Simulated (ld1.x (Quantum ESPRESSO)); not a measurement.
lithium (Li): one change to a TM potential, before and after

ld1.x (Quantum ESPRESSO) 7.5 input, shortened:

```
&input
   title='Li', zed=3., rel=1, dft='PZ', iswitch=3,
   config='[He] 2s1 2p0'
 /
 &inputp
   pseudotype=2, tm=.true., lloc=1,
   nlcc=.true., new_core_ps=.true., rcore=1.90
 /
2
2S  1  0   1.00   0.00  2.30  2.30  0.0
2P  2  1   0.00   0.00  4.20  4.20  0.0
 &test
   configts(1)='2s1 2p0'
 /
```

All-electron outer shells of the reference configuration (LDA (PZ), scalar-relativistic, ld1.x):

| shell | level (eV) | outermost node (bohr) | outermost maximum (bohr) |
| --- | --- | --- | --- |
| 1s | -51.10 | – | 0.36 |
| 2s | -2.88 | 0.84 | 3.12 |
| 2p | -1.13 | – | 3.91 |

Change: core correction Bessel-smoothed model core inside 1.62 bohr.

Cutoffs: the cutoffs (Ry, on a coarse ladder) from which the occupation-weighted sum of valence levels, in a spherical-Bessel basis at the reference potential, stays within 10 and 1 mRy of its value at 400 Ry; they do not see the model core or the augmentation charge, which bear on the density cutoff. Errors are all-electron minus pseudo energies relative to the spin-unpolarised reference configuration.

**Question.** What does the change do?

**Answer.** Both files are so soft that the ladder of cutoffs tells neither apart; of the 4 tests that both files solve, the error grows in 0 and shrinks in 2 by more than 15 % and 0.3 meV (median size 1.1 → 0.7 meV); neither file shows a bound ghost. A model core, the more so a compact one, raises the density cutoff, which this test does not measure.

```csv
quantity,base,changed
"cutoff, loose",6 Ry,6 Ry
"cutoff, tight",6 Ry,6 Ry
bound ghosts,none,none
"error for 2s0.5 2p0, meV [ΔE 2.04 eV]",+0.8,+0.6
"error for 2s0 2p1, meV [ΔE 1.75 eV]",-4.6,-4.7
"error for 2s1 2p0 (spin-polarised), meV [ΔE -0.23 eV]",+1.4,+0.7
"error for 2s0.5 2p0 (spin-polarised), meV [ΔE 1.95 eV]",+0.9,+0.5
s: phases at 4.57 bohr within 0.05 rad from the reference energy up to (Ry; the scan ends near 5),0.9,0.9
p: phases at 4.57 bohr within 0.05 rad from the reference energy up to (Ry; the scan ends near 5),0.6,0.6
```
